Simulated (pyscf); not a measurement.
Single points on ωB97X-D3(BJ)/def2-SVP structures (PySCF, gas phase). Correlated levels are frozen-core, on RHF or UHF. ΔMP2 is the change of the MP2 total energy from the triple- to the quadruple-zeta basis.

Question: How much does it cost (ΔH, 298 K, CCSD(T)/def2-TZVPP + ΔMP2(QZVPP)) to split `[BH2][B]=[O]` at its B–B bond into BH₂• + [B=O]•?

Answer: B–B to BH₂• + [B=O]•: 110.5 kcal/mol. The radicals are drawn with the spin at the cut bond; how far it spreads was not checked. The CCSD(T) − MP2 part came from Ansatz, without density fitting, on the same reference.
